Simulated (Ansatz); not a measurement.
CH3ClFSTa (`[CH3][Ta]([F])(=[S])[Cl]`), charge 0, multiplicity 1.

(1) Give a relaxed structure at PBE0-D4/def2-TZVP (Ansatz 0.2.0). (Estimate.)

Answers

(1) Ansatz gave: 
```xyz
8

C     0.1387   -0.9559   -0.5982
Ta   -0.2095    0.8016    0.5442
F    -2.0013    0.7573    1.0429
S     0.1555    2.3979   -0.8444
Cl    1.3078    0.8141    2.2525
H    -0.0295   -1.8363    0.0345
H     1.1683   -0.9749   -0.9688
H    -0.5300   -1.0039   -1.4628
```
